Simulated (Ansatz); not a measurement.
`[CH3][W](=[O])(=[O])[OH]` + HCl → `[CH3][W](=[O])(=[O])[Cl]` + H₂O at 700 K and 1 bar (ligand exchange at a W–O bond).

Program: Ansatz. Geometries: PBE0-D4/def2-TZVP. ΔE: electronic, gas phase. CCSD(T)/CBS adds triple-zeta CCSD(T) − MP2 to the extrapolated MP2 energy (def2 sets, frozen cores). This one scheme is used for every species. Elements past krypton have def2 core potentials. For W outer-core shells are correlated without core-valence functions, which leaves a few kJ/mol of doubt a bond. One conformer a species, not always the lowest.

```tsv
species	CCSD(T)/CBS energy (Eh)	H − E (kJ/mol)	S (J/(mol·K))
`[CH3][W](=[O])(=[O])[OH]`	-333.08568	220.8	467.6
HCl	-460.38127	38.4	211.8
`[CH3][W](=[O])(=[O])[Cl]`	-717.09811	184.0	462.0
H₂O	-76.37941	80.5	218.4
```

H − E and S are ideal-gas, rigid-rotor, harmonic terms from PBE0-D4/def2-TZVP, for one conformer and one mirror image of each species. 1 Eh = 2625.50 kJ/mol, R = 8.31446 J/(mol·K).

Q: By hand: ΔE, ΔH, ΔS and ΔG.

A: ΔE = (-717.09811) + (-76.37941) − (-333.08568) − (-460.38127) = -0.01057 Eh = -27.8 kJ/mol. Δ(H − E) = 184.0 + 80.5 − 220.8 − 38.4 = 5.3, so ΔH = -22.5 kJ/mol. ΔS = 462.0 + 218.4 − 467.6 − 211.8 = 1.0 J/(mol·K). ΔG = -22.5 − 700 × (1.0)/1000 = -23.2 kJ/mol.

Q: By hand: the equilibrium constant, and the temperature at which ΔG would vanish if ΔH and ΔS stayed fixed.

A: log₁₀ K = −ΔG/(RT ln 10) = 1.7. ΔH and −TΔS have one sign here, so there is no such temperature.

The number of gas molecules stays the same, so ΔS is small and ΔH decides. A doubt of 5 kJ/mol in ΔE shifts log₁₀ K by 0.4 here. Other conformers and mirror images would add mixing entropy, several J/(mol·K) or more a flexible species. These are equilibria of isolated gas molecules and say nothing of rates. Largest T1 diagnostic: 0.023 (customary marks: 0.02 for closed shells, 0.045 for open ones).

ΔS is within the doubt of such terms, so its sign, and with it that verdict, could turn.
